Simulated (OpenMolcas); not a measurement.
# Ti3+ in a ligand field

Ti3+ with 6 ligands (fluoride) in octahedral coordination (Oh) at 2.04 Å. A charge of +0.5 e stands 2.6 Å behind each ligand. Ligand basis ANO-RCC-VDZP.
```
Ti    0.0000    0.0000    0.0000
F     2.0400    0.0000    0.0000
F     0.0000    2.0400    0.0000
F    -2.0400    0.0000    0.0000
F     0.0000   -2.0400    0.0000
F     0.0000    0.0000    2.0400
F     0.0000    0.0000   -2.0400
```

| Item | Value |
| --- | --- |
| Program | OpenMolcas 26.06 |
| Method | CASSCF |
| Basis | ANO-RCC-VTZP [6s5p3d2f1g] |
| Scalar Hamiltonian | DKH2, point nucleus |
| Active space | 1 electron in 5 orbitals (3d) |
| State averaging | 2S+1 = 2 even, 5 roots |
| Spin-orbit coupling | state interaction with AMFI integrals over the reference wave functions |

The lowest spin-free states (labels of O, the rotations of Oh), above the lowest:

```csv
State,Degeneracy,E (cm-1),Free-ion L (%)
2T2,3,0.0,D (100)
2E,2,13077,D (100)
```

The lowest levels with spin-orbit coupling:

```json
{"E (cm-1)": "0.0", "Degeneracy": "4", "Label": "Γ8", "2S+1": "2", "g": ""}
{"E (cm-1)": "218.4", "Degeneracy": "2", "Label": "Γ7", "2S+1": "2", "g": "1.97 1.97 1.97"}
{"E (cm-1)": "13154", "Degeneracy": "4", "Label": "Γ8", "2S+1": "2", "g": ""}
```

Powder χT (cm3 K/mol): 0.00497 at 2 K, 0.0238 at 10 K, 0.118 at 50 K, 0.228 at 100 K, 0.374 at 200 K, 0.45 at 300 K. The effective moment at 300 K is 2.828 √(χT) = 1.90 μB.

The lowest level has 2S+1 = 2, for which the spin-only value is χT = S(S+1) / 2 = 0.375 cm3 K/mol (g = 2). The computed 0.450 at 300 K differs by +0.075, through orbital momentum, spin-orbit coupling and any other state in reach. With a threefold ground state the orbital momentum is unquenched, so the spin-only value is not expected to hold.

Metal share of the active 3d orbitals (Löwdin): 90, 90, 96, 96, 96 %; Mulliken charge of the metal 2.16.

The gap between the two states is 10Dq = 13077 cm-1.

An orbital triplet at a regular site is open to Jahn-Teller coupling, which can distort the site and quench the lowest spin-orbit gaps and is left out. Ligand-to-metal charge-transfer states are missing. With metal d orbitals alone and no dynamic correlation the field as a rule comes out too small, by tens of per cent, by up to half for chloride and softer ligands. The distance lies 3 % over the 1.98 Å that this model takes as the normal distance (a Shannon-type radius plus a fixed donor radius); by an R⁻⁵ law this alone changes a d-shell field by about -14 %. No measured value stands beside these numbers; the geometry was imposed, not optimised, and the real ion may take another.

The RASSCF and RASSI steps took 9.5 s on 1 thread of Arm Neoverse V1, on a shared host; the integral step is not counted.
